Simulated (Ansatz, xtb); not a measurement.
**C2H5FSn: which of two conformers lies lower**

Structure X is `C[CH2][Sn][F]`, a singlet and structure Y is `C[CH2][Sn][F]`, a singlet. Both are isolated molecules in the gas phase, relaxed with PBE0-D4/def2-SVP.

X (Å):

| atom | x (Å) | y (Å) | z (Å) |
| --- | --- | --- | --- |
| C | -0.4862 | -0.2269 | 1.5958 |
| C | 0.6365 | 0.8000 | 1.5922 |
| F | 2.7249 | 2.6252 | 2.7637 |
| Sn | 1.4199 | 1.3935 | 3.5652 |
| H | -1.3716 | 0.1292 | 2.1487 |
| H | -0.8298 | -0.4771 | 0.5778 |
| H | -0.1784 | -1.1756 | 2.0667 |
| H | 1.5153 | 0.4500 | 1.0200 |
| H | 0.3327 | 1.7428 | 1.1009 |

Y (Å):

```csv
atom,x (Å),y (Å),z (Å)
C,-0.3715,0.8249,-0.1813
C,0.0316,-0.2958,0.7664
F,0.8438,-1.3339,-1.9641
Sn,1.3414,-1.8332,-0.1246
H,-0.7508,0.4262,-1.1337
H,-1.1475,1.4779,0.2528
H,0.4865,1.4683,-0.4337
H,-0.8552,-0.8637,1.1135
H,0.5102,0.0830,1.6876
```

Question: Estimate which is lower in electronic energy at CCSD(T)/def2-SVP + ΔMP2/def2-TZVPP, and by roughly how much.

Answer: CCSD(T)/def2-SVP + ΔMP2/def2-TZVPP gives E(Y) − E(X) = −0.09 kcal/mol, slightly favouring structure Y, which is too small a margin to settle the true order.

The same difference at several levels:

```tsv
level	geometry	E(Y) − E(X) (kcal/mol)	departure from the last row (kcal/mol)	job, with rough time for the two
PBE0-D4/def2-SVP	PBE0-D4/def2-SVP	−0.89	−0.80	optimisation, 50 s
HF/def2-SVP	PBE0-D4/def2-SVP	−0.20	−0.11	part of the CCSD(T) run
MP2/def2-SVP	PBE0-D4/def2-SVP	−0.78	−0.70	part of the CCSD(T) run
CCSD(T)/def2-SVP	PBE0-D4/def2-SVP	−0.80	−0.71	single point
CCSD(T)/def2-SVP + ΔMP2/def2-TZVPP	PBE0-D4/def2-SVP	−0.09		single point, 28 s
```

The largest departure from CCSD(T)/def2-SVP + ΔMP2/def2-TZVPP is that of PBE0-D4/def2-SVP, 0.80 kcal/mol. Levels run at GFN2-xTB geometries aren't shown. The last row adds to CCSD(T) the change of the MP2 difference between the two basis sets, here +0.71 kcal/mol.

With harmonic frequencies from PBE0-D4/def2-SVP (ideal gas, rigid rotor, one conformer each, 298.15 K, 1 atm): on the last row, ΔE + ΔZPE = +0.07 kcal/mol. A mode under 50 cm⁻¹ makes harmonic enthalpies and free energies unreliable, so none is given.

The correlated steps freeze 7 core orbitals; the filled d shell of Sn is correlated, in a basis made for valence electrons. Atoms past krypton carry core potentials in the def2 sets and no spin–orbit term is included. Programs: Ansatz 0.2.0; the last row on 2 threads of Arm Neoverse V2 on a shared host.
